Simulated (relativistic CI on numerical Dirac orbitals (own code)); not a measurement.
Calculated at this level of theory: Dirac-Coulomb-Breit CI, orbitals from a KLI potential per configuration, model QED, unscaled Slater integrals (own radial code, finite nucleus).

The strongest absorption lines from the ground level of an ion, among the configurations computed and to levels below about 1980 eV (vacuum wavelength in nm, gf): 0.71064 (0.4), 0.71209 (0.79), 0.71383 (0.49), 0.71384 (1.7), 0.71493 (3.5), 0.71683 (0.7), 0.73165 (2.5), 0.73554 (0.68).

(1) Which ion is it?
A. Se XXV
B. Ge XXV
C. Zn XXIII
D. Se XXVII

Answers

(1) D. Se XXVII has 8 electrons and the ground level 2s2 2p4 3P_2; the strongest line goes to 2s2 2p3 3d 3D°_3. The pattern of lines fixes the number of electrons, and along that sequence the line energies rise steadily with the charge (about as its square where n changes within one kind of shell, about linearly where n is kept but much faster in heavy ions where fine structure, which grows about as Z⁴, sets the gap, and irregularly where shells cross), which fixes Z. Configurations outside the model, such as inner-shell arrays, can give stronger lines. At this charge energies of transitions that change n are usually good to better than 1 %, and those within a shell (Δn = 0) to a few per cent.

LS names give the leading component of a level, which can be under half, so a name can repeat, a term be missing and a line seem to break the LS rules.
